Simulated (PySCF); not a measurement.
Molecule: `CC(B)(C)C`, C$_{4}$H$_{11}$B.

Cartesian coordinates in Å; atom numbers follow the order of the lines, from 1:
```xyz
16

B    -1.1859    1.2934    0.6613
C    -0.2860    0.1755    0.0403
C    -1.3762   -0.5158   -0.8173
C     0.8241    0.6963   -0.8717
C     0.2687   -0.8213    1.0577
H    -1.8139    1.0815    1.6760
H    -1.3537    2.3426    0.0780
H    -0.9228   -1.3649   -1.3586
H    -2.1984   -0.9216   -0.2056
H    -1.8077    0.1598   -1.5737
H     1.5985    1.2279   -0.2959
H     0.4333    1.3970   -1.6257
H     1.3220   -0.1321   -1.4053
H     0.7639   -1.6697    0.5541
H    -0.5275   -1.2279    1.7004
H     1.0148   -0.3477    1.7153
```

Geometry PBE0-D3(BJ)/def2-SVP throughout; GIAO in PySCF 2.14, gas phase, one conformer, non-relativistic; equivalent atoms averaged; basis pcSseg-1.

For orientation, BP86 gives these absolute shieldings σ: B1 11.5, C3/C4/C5 154.4, C2 144.1, H6/H7 24.10, H8/H9/H10/H11/H12/H13/H14/H15/H16 30.24 ppm.

A run gave: B1 12.9, C3/C4/C5 164.9, C2 160.3, H6/H7 24.16, H8/H9/H10/H11/H12/H13/H14/H15/H16 30.38 ppm (absolute shieldings σ).

Which functional was used in that run?
A. BHandHLYP
B. HF
C. wB97X-D
D. LC-wPBE

## Answers

D. C2 tells them apart best: LC-wPBE gives 160.3, BHandHLYP gives 155.0, HF gives 168.9, wB97X-D gives 154.9 ppm.
